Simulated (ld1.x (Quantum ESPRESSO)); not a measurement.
# An all-electron radial function and its pseudo partner (selenium (Se))

Columns: radius, all-electron u(r) and pseudo u(r) of the 4p shell (level -6.66 eV) of selenium in the configuration [Ar] 3d10 4s2 4p4; LDA (PZ), scalar-relativistic, TM scheme, ld1.x (Quantum ESPRESSO) 7.5.

```
r (bohr)  all-electron  pseudo
   0.095        0.1916  0.0038
   0.190        0.0470  0.0152
   0.285       -0.1805  0.0343
   0.380       -0.3012  0.0609
   0.475       -0.3027  0.0952
   0.570       -0.2240  0.1371
   0.665       -0.1042  0.1861
   0.760        0.0298  0.2417
   0.855        0.1616  0.3028
   0.950        0.2823  0.3673
   1.045        0.3875  0.4330
   1.140        0.4760  0.4966
   1.235        0.5479  0.5552
   1.330        0.6042  0.6058
   1.425        0.6466  0.6464
   1.520        0.6767  0.6764
   1.615        0.6962  0.6961
   1.710        0.7067  0.7067
   1.805        0.7096  0.7096
   1.900        0.7062  0.7062
   1.995        0.6978  0.6978
   2.090        0.6853  0.6853
   2.185        0.6696  0.6696
   2.280        0.6513  0.6513
   2.375        0.6312  0.6312
   2.470        0.6097  0.6097
```

(1) How many radial nodes do the two functions have?

(2) At about which radius was the pseudo-wave matched?

(3) Where does each function peak?

(4) Is the pseudo-wave norm-conserving?

Answers

(1) The all-electron 4p function has n − l − 1 = 2; the pseudo-wave has 0, since the states of the same l below it are removed with the core.

(2) 1.80 bohr. The columns agree to 0.0005 from 1.43 bohr on; several derivatives are matched, so the curves merge somewhat inside the radius.

(3) Outermost all-electron maximum near 1.80 bohr, pseudo maximum near 1.80 bohr (to the table’s step).

(4) Yes: the TM scheme keeps the norm inside the radius equal to the all-electron one, which fixes the energy derivative of the logarithmic derivative at the level.
